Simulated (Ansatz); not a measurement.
`[NH2][Cd][O][SiH3]` + HBr → `[SiH3][O][Cd][Br]` + NH₃ at 298.15 K and 1 bar (ligand exchange at a Cd–N bond).

Calculated with Ansatz (gas phase, PBE0-D4/def2-TZVP geometries, no zero-point term in ΔE). CCSD(T)/CBS adds triple-zeta CCSD(T) − MP2 to the extrapolated MP2 energy (def2 sets, frozen cores). This one scheme is used for every species. Elements past krypton have def2 core potentials. For Br, Cd outer-core shells are correlated without core-valence functions, which leaves a few kJ/mol of doubt a bond. Scalar relativity is left out up to krypton. Each species was taken in one conformer, which may not be the lowest.

| species | CCSD(T)/CBS energy (Eh) | H − E (kJ/mol) | S (J/(mol·K)) |
| --- | --- | --- | --- |
| `[NH2][Cd][O][SiH3]` | -589.71637 | 163.5 | 379.9 |
| HBr | -2573.91920 | 24.6 | 198.6 |
| `[SiH3][O][Cd][Br]` | -3107.18482 | 98.6 | 378.9 |
| NH₃ | -56.50880 | 100.5 | 192.4 |

H − E and S are ideal-gas, rigid-rotor, harmonic terms from PBE0-D4/def2-TZVP, for one conformer and one mirror image of each species. 1 Eh = 2625.50 kJ/mol, R = 8.31446 J/(mol·K).

Q: By hand: ΔE, ΔH, ΔS and ΔG.

A: ΔE = (-3107.18482) + (-56.50880) − (-589.71637) − (-2573.91920) = -0.05805 Eh = -152.4 kJ/mol. Δ(H − E) = 98.6 + 100.5 − 163.5 − 24.6 = 11.0, so ΔH = -141.4 kJ/mol. ΔS = 378.9 + 192.4 − 379.9 − 198.6 = -7.2 J/(mol·K). ΔG = -141.4 − 298.15 × (-7.2)/1000 = -139.3 kJ/mol.

Q: By hand: the equilibrium constant, and the temperature at which ΔG would vanish if ΔH and ΔS stayed fixed.

A: log₁₀ K = −ΔG/(RT ln 10) = 24.4. ΔG = 0 at ΔH/ΔS = 19639 K, far beyond where these terms or the molecules hold.

The number of gas molecules stays the same, so ΔS is small and ΔH decides. A doubt of 5 kJ/mol in ΔE shifts log₁₀ K by 0.9 here. Other conformers and mirror images would add mixing entropy, several J/(mol·K) or more a flexible species. Modes under 60 cm⁻¹, often nearly free rotors, make the harmonic entropy too high. These are equilibria of isolated gas molecules and say nothing of rates. Largest T1 diagnostic: 0.015 (customary marks: 0.02 for closed shells, 0.045 for open ones).
